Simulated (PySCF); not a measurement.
Choosing a molecule for a target property.

Each SMILES stands for a single optimised conformer of the isolated species, non-relativistic unless stated. Electronic properties by PySCF.

The conformers computed, where there is a choice (atom-mapped SMILES and torsion angles):
- `[CH3:1][CH:2]([CH3:3])/[CH:4]=[C:5](\[SiH3:6])[C:7](=[O:8])[F:9]`: C1–C2–C4–C5 -121°, C4–C5–C7–O8 -174°
- `[SiH3:1][CH2:2][C:3]1=[C:4]([CH2:5][SiH3:6])[SiH2:7][CH2:8]1`: Si1–C2–C3–C4 -101°, C3–C4–C5–Si6 103°
- `[CH3:1]/[C:2]([F:3])=[P:4]\[c:5]1[cH:6][cH:7][cH:8][n:9][cH:10]1`: C2–P4–C5–C6 121°
- `[CH3:1][O:2][SiH2:3]/[CH:4]=[CH:5]/[CH:6]=[C:7](\[CH3:8])[F:9]`: C1–O2–Si3–C4 180°, O2–Si3–C4–C5 0°, C4–C5–C6–C7 180°
- `[CH2:1]=[C:2]([CH3:3])[c:4]1[cH:5][cH:6][cH:7][c:8]([SH:9])[cH:10]1`: C1–C2–C4–C5 142°, H–S9–C8–C7 180°

(1) Wanted: dipole moment below 2.3 D (PBE0/pcSseg-1) and HOMO–LUMO gap below 5.5 eV (PBE0/pcSseg-1), at GFN2-xTB geometries. Which candidate meets both?
A. `CC(C)/C=C(\[SiH3])C(=O)F`
B. `C=C(C)c1cccc(S)c1`
C. `[SiH3]CC1=C(C[SiH3])[SiH2]C1`
D. `CO[SiH2]/C=C/C=C(\C)F`
E. `C/C(F)=P\c1cccnc1`

Answers

(1) B. Computed values:
| species | dipole moment | HOMO–LUMO gap |
| --- | --- | --- |
| [SiH3]CC1=C(C[SiH3])[SiH2]C1 | 0.87 D | 6.64 eV |
| C=C(C)c1cccc(S)c1 | 1.45 D | 5.47 eV |
| CO[SiH2]/C=C/C=C(\C)F | 2.15 D | 5.59 eV |
| C/C(F)=P\c1cccnc1 | 2.36 D | 5.30 eV |
| CC(C)/C=C(\[SiH3])C(=O)F | 4.35 D | 6.44 eV |
